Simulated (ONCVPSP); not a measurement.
## Potentials for Ni (Z = 28) compared

Generated with ld1.x 7.5 (TM, RRKJ, ultrasoft, PAW), atompaw 4.2 or ONCVPSP 4.0.1. The cutoff is in Ry: for ld1.x and atompaw files where the sum of valence levels is converged to 10 mRy in a Bessel basis, for ONCV files where the hardest occupied wave has 1 mHa per electron of residual kinetic energy. The error is the largest all-electron minus pseudo excitation energy over each file’s own four to seven test configurations (ionisations up to +4, promotions, holes and added fractions of an electron), all of which were solved. The labels leave out finer settings (local radius, basis sizes, second energies), which also bear on the numbers. Spin-polarised tests are not counted. The rows are a selection from randomly drawn settings: files with unsolved tests, undetermined cutoffs or missed reference levels are left out.

| potential | cutoff (Ry) | largest error (meV) | bound ghosts |
| --- | --- | --- | --- |
| ONCV, BLYP, scalar-relativistic, rc 1.10/0.95/0.90/1.00 (spdf), local smoothed, core correction yes, reference 3s2 3p6 3d8 4s1.75, qcut 13.8/13.7/18.2/10.1, projectors 2/1/2/2 | 239 | +3.4 | none |
| ONCV, PBE, fully relativistic, rc 1.45/1.05/1.00 (spd), local smoothed, core correction yes, reference 3s2 3p6 3d8 4s1, qcut 6.5/11.3/15.9, projectors 2/3/2 | 202 | +1.1 | none |
| ONCV, PBE, fully relativistic, rc 1.10/0.80/1.55 (spd), local smoothed, core correction no, reference 3s2 3p6 3d8 4s2, qcut 11.3/11.7/10.7, projectors 2/2/2 | 146 | +30 | none |
| ONCV, PBEsol, scalar-relativistic, rc 1.25/0.85/1.15 (spd), local smoothed, core correction no, reference 3s2 3p6 3d8 4s2, qcut 9.1/9.6/13.5, projectors 2/1/2 | 140 | +12 | none |

Task: Fill in the row for Ni: ONCV, LDA (Perdew-Zunger), scalar-relativistic, rc 1.45/0.95/1.15 (spd), local smoothed, core correction yes, reference 3s2 3p6 3d8 4s2, qcut 11/12.3/11.8, projectors 2/2/1.

Result: cutoff 125 Ry, largest error +19 meV, bound ghosts: none.

Task: Fill in the row for Ni: ONCV, LDA (Perdew-Wang 92), non-relativistic, rc 1.10/1.25/0.95 (spd), local smoothed, core correction yes, reference 3s2 3p6 3d8 4s1, qcut 12.4/10.5/15.3, projectors 2/1/2.

Result: cutoff 192 Ry, largest error +19 meV, bound ghosts: none.
